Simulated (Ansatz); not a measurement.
The first iterations of a band of C2H5ClMg + H4Si (14 atoms, charge 0, multiplicity 1).

Level of theory: RKS PBE0/6-31G* in Ansatz.

```yaml
movable_images: 7
climbing_image: yes
spring: 5.0 eV/Å²
optimiser: quadratic models (default)
start_path: through a guess of the saddle point
force_threshold: 0.5 eV/Å
iteration_limit: 14
end_points: relaxed
```

Image 0:

```xyz
14
Properties=species:S:1:pos:R:3
Mg 0.167 -0.009 1.540
C 1.560 -1.187 0.507
C 1.061 -1.801 -0.806
Cl -1.165 1.027 2.998
H -0.692 1.081 -0.258
Si -1.779 2.108 -0.439
H 2.450 -0.571 0.311
H 1.906 -1.984 1.181
H 0.727 -1.036 -1.519
H 1.841 -2.386 -1.315
H 0.213 -2.478 -0.647
H -1.839 2.379 -1.900
H -3.055 1.528 0.041
H -1.396 3.329 0.307
```

Image 8:

```xyz
14
Properties=species:S:1:pos:R:3
Mg -1.014 0.249 1.292
C 1.577 -0.564 0.255
C 0.734 -1.509 -0.593
Cl -0.882 -1.071 3.074
H 1.246 0.484 0.170
Si -1.730 1.990 -0.445
H 2.618 -0.563 -0.083
H 1.581 -0.857 1.312
H -0.311 -1.595 -0.251
H 0.700 -1.189 -1.639
H 1.135 -2.526 -0.555
H -1.706 1.448 -1.842
H -3.115 2.517 -0.231
H -0.832 3.188 -0.463
```

| iteration | highest image above the first end (eV) | largest band force component (eV/Å) |
| --- | --- | --- |
| 1 | 11.148 | 29.872 |
| 2 | 2.274 | 5.222 |
| 3 | 1.763 | 2.826 |

Question: Does the band converge within its limit, and where does its top end?

Answer: The run converged. It ended after 11 iterations with the highest image 1.448 eV above the first end. The threshold of 0.5 eV/Å is loose, so the images may lie well off the minimum-energy path. Neighbouring images differ by up to 1.8 eV, so the band resolves the path poorly. The order of the stationary point at the top wasn't checked. The orbitals stay closed-shell, which can raise the energy where a bond breaks towards radicals; this wasn't checked here.

Run time: 7.1 min on 2 threads of Intel(R) Xeon(R) Platinum 8259CL CPU @ 2.50GHz (Skylake/Cascade Lake), with other jobs on the host, peak memory 0.29 GiB.
